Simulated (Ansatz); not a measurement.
A series at Sn: from `N#[C][Sn]([F])([C]#N)[C]#N`, ligands are replaced one by one, each step taking up H–F and setting free `C#N`; n counts the steps. Ansatz, PBE0-D4/def2-TZVP geometries.

CBS adds triple-zeta CCSD(T) − MP2 to the MP2 limit, frozen cores; atoms without spin–orbit coupling. Elements past krypton have def2 core potentials. Outer-core shells of Sn are correlated without core-valence functions. Spin–orbit coupling is left out.

```tsv
n	molecule	atomization energy, CCSD(T)/CBS (kJ/mol)
0	`N#[C][Sn]([F])([C]#N)[C]#N`	3767.8
1	`N#[C][Sn]([F])([F])[C]#N`	?
2	`N#[C][Sn]([F])([F])[F]`	2428.0
3	`[F][Sn]([F])([F])[F]`	1754.8
```

Question: By hand: fit a straight line y = ȳ + b (n − n̄) to the 3 given rows and predict n = 1.

Answer: n̄ = 1.667, ȳ = 2650.20; Σ(n − n̄)(y − ȳ) = -3130.60, Σ(n − n̄)² = 4.667, so b = -670.79 kJ/mol a step. Prediction: 2650.20 + (-670.79) × (-0.667) = 3097.6 kJ/mol.

Question: By hand: compare with the computed value, 3097.9 kJ/mol, and give the steps along the whole series.

Answer: The line misses by 0.3 kJ/mol (computed minus predicted). Steps: -669.9, -669.9, -673.2 kJ/mol.

The steps differ by at most 3.3 kJ/mol, 0.5 % of a mean step, so the ligands' effects nearly add and a line is close. The miss is 0.0 % of the series' range. The energies themselves are unsure by some kJ/mol a bond, though much of that is common to the series.
